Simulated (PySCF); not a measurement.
BHClBr, SMILES ClBBr.

Geometry: PBE-D3(BJ)/def2-TZVP.

The numbers are results of r2SCAN/def2-TZVPD in PySCF, not measurements.

Symmetry labels are those of the subgroup Cs that the program uses (full group Cs).

Computed valence orbital energies around the gap with their symmetry:
| orbital | symmetry | energy (eV) |
|---|---|---|
| HOMO−7 | A' | -20.73 |
| HOMO−6 | A' | -13.48 |
| HOMO−5 | A' | -11.01 |
| HOMO−4 | A' | -10.69 |
| HOMO−3 | A" | -9.64 |
| HOMO−2 | A" | -8.24 |
| HOMO−1 | A' | -8.17 |
| HOMO | A' | -7.69 |
| LUMO | A" | -2.61 |
| LUMO+1 | A' | 0.16 |
| LUMO+2 | A' | 0.49 |
| LUMO+3 | A' | 0.88 |
